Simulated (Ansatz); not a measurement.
System: C2H8BO, charge 1, multiplicity 1. It need not be the lowest isomer of its formula. 
Geometry from a B3LYP-D3(BJ)/def2-TZVP (Ansatz, a first-principles code) optimisation:
```xyz
12

B      0.0287    -0.1107    -0.0103
C      1.5344    -0.3430    -0.1801
C     -1.1689    -1.0656     0.0496
O     -0.3455     1.3317     0.1234
H      1.7339    -0.4969    -1.2499
H      1.8416    -1.2690     0.3101
H      2.1872     0.4643     0.1583
H     -2.1446    -0.6288    -0.1735
H     -1.0130    -1.9248    -0.6060
H     -1.2214    -1.4783     1.0669
H     -1.2674     1.6349     0.2015
H      0.3113     2.0502     0.1399
```
Charge +1, spin multiplicity 1.

Basis-set convergence of Hartree-Fock and CCSD(T) correlation energies (hartree) with Ansatz. Valence correlation only, unless marked. Spin-orbit coupling is left out. Non-relativistic.

```json
[
 {"basis": "cc-pVDZ", "functions": "96", "E(HF)": "-179.74831", "E(corr, CCSD(T))": "-0.62211", "rough core time": "under 20 s"},
 {"basis": "cc-pVTZ", "functions": "232", "E(HF)": "___", "E(corr, CCSD(T))": "___", "rough core time": "60 s"}
]
```

**Question.** Fill in the missing entries.

**Answer.** 
- cc-pVTZ, E(HF): -179.80582
- cc-pVTZ, E(corr, CCSD(T)): -0.75902
